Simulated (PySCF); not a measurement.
## C₆ coefficients of unlike pairs at wB97X-V

Calculated with PySCF 2.14 from the dipole response of each species, C₆(A,B) = (3/π) ∫ α_A(iu) α_B(iu) du, in atomic units, from isotropic polarisabilities. For ions this is the dispersion term alone; charge-induced terms of lower order in 1/R come first.

```tsv
species	configuration	basis	relativity	α (bohr³)	C₆ (like pair)
S⁺	[Ne] 3s2 3p3 (4S)	dyall-av3z (19s12p3d2f)	spin-free X2C	10.80	53.16
P³⁺	[Ne] 3s2 (1S)	aug-cc-pCVTZ-DK (8s7p5d3f)	spin-free X2C	6.858	17.52
Sb⁺	[Kr] 4d10 5s2 5p2 (3P)	def2-QZVPPD with the def2 core potential (28 electrons) (8s6p5d4f1g)	core potential	25.06	207.1
Ba²⁺	[Xe] (1S)	def2-TZVPPD with the def2 core potential (46 electrons) (6s4p3d1f)	core potential	10.41	74.82
```

Task: Estimate C₆ for Sb⁺ with P³⁺.

Result: The integral gives 60.12. The combination rule 2 C_A C_B / (C_A α_B/α_A + C_B α_A/α_B) gives 60.13 and the geometric mean 60.24.

No spin-orbit coupling is included.

The other pairs:

```tsv
pair	C₆
Ba²⁺, Sb⁺	118.8
P³⁺, S⁺	30.36
Ba²⁺, S⁺	61.84
Sb⁺, S⁺	103.9
Ba²⁺, P³⁺	34.72
```
